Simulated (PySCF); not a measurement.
# C6H6O2: calculation and literature

Atom-mapped SMILES (the numbers label the heavy atoms): `[CH3:1][C:2](=[O:3])[c:4]1[cH:5][cH:6][cH:7][o:8]1`. Each H is labelled by its parent atom.

Published estimates (parent shift plus substituent increments) and measurements: δ 1H H(C7) 7.60; H(C5) 7.19; H(C6) 6.54 ppm (estimated from measurements, as parent shift plus tabulated substituent increment; solution, not stated per compound (mostly CDCl3 or CCl4); Pretsch, Buehlmann, Badertscher, Structure Determination of Organic Compounds, 4th ed. (2009)).

[PySCF: PBE0/pcSseg-1 with gauge-including orbitals; structure optimised with GFN2-xTB; no solvent model; non-relativistic; single conformer; rapidly exchanging positions averaged]

**Question.** What does the calculation give, and how does it compare?

**Answer.** 
Reference values: estimated from measurements, as parent shift plus tabulated substituent increment (solution, not stated per compound (mostly CDCl3 or CCl4); Pretsch, Buehlmann, Badertscher, Structure Determination of Organic Compounds, 4th ed. (2009)).
```csv
atoms,quantity,reference,computed,"computed, scaled"
H(C7),δ 1H,7.60,7.53,7.20
H(C5),δ 1H,7.19,7.66,7.31
H(C6),δ 1H,6.54,6.83,6.53
```

Computed shifts are σ(ref) − σ with the named reference compound (TMS for H and C) calculated as an isolated molecule at the same level. The measured values may be among those fitted. Scaled to experiment by linear calibration (H and C: mostly CDCl3 data, vs TMS): 1H (scatter 0.17 ppm rms, 0.18 ppm with the 4 outliers that the fit left out). A few per cent of atoms miss by over 2 rms, more outside the fitted compound classes.

**Question.** How far are the unscaled 1H shifts from the references?

**Answer.** Mean signed difference +0.23 ppm, mean absolute 0.28 ppm over 3 comparisons; the largest is +0.47 ppm at H(C5) (hydrogen on an aromatic CH).
